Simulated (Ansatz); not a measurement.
System: CH$_{5}$BO$_{2}$, charge 0, singlet. CH5BO2 (methylboronic acid, SMILES B(O)(C)O).
B3LYP-D3(BJ)/def2-TZVP minimum from Ansatz (an electronic-structure program):
```xyz
9

B      0.0752     0.0660     0.0008
C     -1.1664    -0.9119    -0.0800
H     -0.8908    -1.8555    -0.5603
H     -2.0145    -0.5019    -0.6320
H     -1.5241    -1.1669     0.9223
O      0.0793     1.3253    -0.5308
H     -0.7457     1.5593    -0.9621
O      1.2421    -0.2900     0.6206
H      1.2262    -1.1763     0.9896
```

Total energies in cc-pVDZ, 24 correlated electrons, 4 frozen orbitals. Open shells are spin-unrestricted; no spin-orbit coupling. Cores are frozen in correlated methods. No relativity.

```json
[
 {"method": "HF", "program": "Ansatz", "energy (Eh)": "-215.32514", "minus CCSDT(Q) (mEh)": "652.96"},
 {"method": "MP2", "program": "Ansatz", "energy (Eh)": "-215.92843", "minus CCSDT(Q) (mEh)": "49.67"},
 {"method": "CCSD", "program": "Ansatz", "energy (Eh)": "-215.96056", "minus CCSDT(Q) (mEh)": "17.54"},
 {"method": "CCSD(T)", "program": "Ansatz", "energy (Eh)": "-215.97590", "minus CCSDT(Q) (mEh)": "2.20"},
 {"method": "CCSDT(Q)", "program": "Ansatz", "energy (Eh)": "-215.97810", "minus CCSDT(Q) (mEh)": "0.00"}
]
```

Rough core times of Ansatz's runs on a shared machine: CCSD(T) under 20 s, CCSDT(Q) 40 min.
